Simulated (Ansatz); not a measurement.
Ideal-gas functions of C$_{3}$H$_{5}$Al, SMILES `C[C]1=[CH][AlH]1` at 500 K and 1 bar, from an Ansatz frequency run at PBE0-D4/def2-TZVP.

Molar mass 68.05 g/mol, point group Cs (symmetry number 1), electronic degeneracy 1, moments of inertia 28.269, 124.066, 149.248 u Å². Harmonic wavenumbers (cm⁻¹, unscaled): 128, 298, 307, 465, 485, 579, 762, 845, 974, 1026, 1040, 1198, 1382, 1458, 1463, 1531, 1977, 3024, 3099, 3105, 3112.

Use S(trans) = R[1.5 ln M + 2.5 ln T − 1.1517]; rotational temperatures θ = 24.2544 K / I; S(rot) = R[ln(√π/σ · √(T³/θAθBθC)) + 1.5]; for each mode x = 1.438777 ν̃/T, S = R[x/(eˣ − 1) − ln(1 − e⁻ˣ)] and H = RT x/(eˣ − 1); 1 cm⁻¹ = 0.0119627 kJ/mol; R = 8.31446 J/(mol·K).

Q: By hand: the entropy, in J/(mol·K).

A: Translation 172.2. Rotation: θ = 0.858, 0.1955, 0.1625 K, giving 109.7. Vibration, mode by mode: 16.67, 9.84, 9.61, 6.49, 6.19, 4.97, 3.27, 2.71, 2.02, 1.80, 1.74, 1.21, 0.79, 0.66, 0.65, 0.55, 0.19, 0.01, 0.01, 0.01, 0.01, in all 69.4. Electronic 0.0. Sum 351.3 J/(mol·K).

Q: By hand: H − E and G − E in kJ/mol, counted from the electronic energy.

A: Zero-point energy ½ × 28258 × 0.0119627 = 169.0; thermal vibration 20.0; translation, rotation and pV give 4 RT = 16.6. H − E = 205.6 kJ/mol, and G − E = 205.6 − 500 × 351.3/1000 = 29.9 kJ/mol.

Vibration gives 20 % of the entropy, 16.7 J/(mol·K) of it from the mode under 150 cm⁻¹: soft modes count most, and the harmonic formula is weakest for them.
